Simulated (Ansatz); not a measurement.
Reaction (redistribution): `O[CH2][SnH2][SH]` + `FC[SiH2]S` → `[F][SnH2][SH]` + `OCC[SiH2]S`

Isolated molecules relaxed with PBE0-D4/def2-TZVP in Ansatz; ΔE leaves out vibrations. CCSD(T)/CBS adds triple-zeta CCSD(T) − MP2 to the extrapolated MP2 energy (def2 sets, frozen cores). DFT in def2-TZVPP. Elements past krypton have def2 core potentials. For Sn outer-core shells are correlated without core-valence functions, which leaves a few kJ/mol of doubt a bond. Each species was taken in one conformer, which may not be the lowest.

CCSD(T)/CBS gives -1.75 eV.

Q: Another level gave -1.70 eV. Which?
A. SCS-MP2/def2-TZVPP
B. CCSD(T)/def2-TZVPP
C. PBE/def2-TZVPP
D. PBE0-D4/def2-TZVPP

A: B. CCSD(T)/def2-TZVPP -1.70, SCS-MP2/def2-TZVPP -1.76, PBE0-D4 -1.65, PBE -1.57 eV.

Largest T1 diagnostic among the species: 0.013.

From PBE to PBE0 (25 % exact exchange), in def2-TZVPP and without D4, ΔE moves by −0.07 eV. In def2-TZVPP, CCSD(T) changes the Hartree–Fock value by +0.12 eV (the triples alone add +0.02 eV) and MP2 by +0.04 eV.
